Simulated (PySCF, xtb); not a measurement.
C4H4BN, SMILES C(B(C#C)N)#C. One conformer was computed; it need not be the lowest.

Harmonic wavenumbers (cm⁻¹) from xtb 6.7.1 with GFN2-xTB at its own minimum, in rising order: 96, 161, 177, 245, 379, 441, 521, 567, 603, 645, 668, 684, 689, 703, 820, 1166, 1363, 1527, 2217, 2220, 3359, 3359, 3488, 3529.

### Question
What does r2SCAN-D4/def2-SVP run with PySCF give at its own minimum? (The exact figures need the calculation; the answer reports its results.)

### Answer
111, 184, 208, 280, 430, 501, 531, 645, 647, 651, 680, 682, 725, 726, 852, 1191, 1359, 1588, 2155, 2161, 3465, 3465, 3596, 3713. Paired by order, the mean absolute difference is 49 cm⁻¹ and the zero-point energies are 42.4 and 43.7 kcal/mol.
